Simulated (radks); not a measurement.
Species: Au XXXIII. Configuration: [Kr] 4d10 4f1. Calculated with a radial shooting solver on a logarithmic mesh with Libxc functionals: non-relativistic Kohn-Sham, TPSS, spin-polarised, spherical densities, point nucleus; open shells are filled with parallel spins first (spin-orbit coupling, left out, can overturn this in heavy ions); meta-GGA in the generalised Kohn-Sham scheme; relativity is left out, which matters for an element this heavy.

Normalised radial functions P(r) = r R(r), r in bohr:

r,4p up,4d up,5s up
0.001802,0.0084,0.0001,0.1143
0.002048,0.0108,0.0001,0.1273
0.002327,0.0138,0.0002,0.1414
0.002666,0.0179,0.0003,0.1574
0.00303,0.0227,0.0004,0.1735
0.003444,0.0289,0.0005,0.1903
0.003914,0.0366,0.0008,0.2077
0.004485,0.0470,0.0012,0.2263
0.005097,0.0592,0.0017,0.2435
0.005793,0.0744,0.0024,0.2597
0.006584,0.0931,0.0035,0.2741
0.007543,0.1176,0.0051,0.2863
0.008573,0.1457,0.0073,0.2935
0.009744,0.1794,0.0104,0.2950
0.01107,0.2194,0.0147,0.2894
0.01259,0.2663,0.0207,0.2746
0.01442,0.3240,0.0297,0.2471
0.01639,0.3853,0.0415,0.2081
0.01863,0.4527,0.0575,0.1554
0.02117,0.5243,0.0791,0.0883
0.02426,0.6013,0.1099,0.0021
0.02757,0.6699,0.1483,-0.0906
0.03133,0.7278,0.1978,-0.1900
0.03561,0.7666,0.2604,-0.2890
0.0408,0.7756,0.3432,-0.3830
0.04637,0.7419,0.4374,-0.4484
0.0527,0.6566,0.5467,-0.4778
0.0599,0.5115,0.6680,-0.4585
0.06862,0.2890,0.8033,-0.3740
0.07799,0.0216,0.9258,-0.2315
0.08864,-0.2842,1.0284,-0.0360
0.1007,-0.5975,1.0918,0.1916
0.1154,-0.8899,1.0915,0.4294
0.1312,-1.0729,1.0042,0.6018
0.1491,-1.1149,0.8152,0.6750
0.1695,-0.9785,0.5181,0.6112
0.1926,-0.6534,0.1231,0.3970
0.2207,-0.1311,-0.3705,0.0322
0.2508,0.4574,-0.8528,-0.3699
0.285,1.0418,-1.2886,-0.7255
0.324,1.5165,-1.6132,-0.9226
0.3712,1.8050,-1.7812,-0.8630
0.4218,1.8323,-1.7519,-0.5307
0.4794,1.6447,-1.5606,0.0062
0.5449,1.3145,-1.2605,0.6160
0.6243,0.9089,-0.8960,1.1616
0.7096,0.5634,-0.5781,1.4372
0.8064,0.3049,-0.3300,1.4328
0.9166,0.1420,-0.1641,1.1949
1.05,0.0523,-0.0658,0.8175
1.193,0.0168,-0.0232,0.4782
1.356,0.0043,-0.0067,0.2328
1.542,0.0009,-0.0015,0.0929
1.766,0.0001,-0.0002,0.0275
2.007,0.0000,0.0000,0.0068
2.282,0.0000,0.0000,0.0013

4p up: eigenvalue -1579.5 eV, 2 radial nodes at r = 0.0787, 0.227 bohr, <r> = 0.416 bohr, 90 % of the charge inside 0.594 bohr. 4d up: eigenvalue -1402.6 eV, 1 radial node at r = 0.200 bohr, <r> = 0.409 bohr, 90 % of the charge inside 0.596 bohr. 5s up (empty): eigenvalue -901.69 eV, 4 radial nodes at r = 0.0243, 0.0905, 0.223, 0.479 bohr, <r> = 0.745 bohr, 90 % of the charge inside 1.03 bohr.
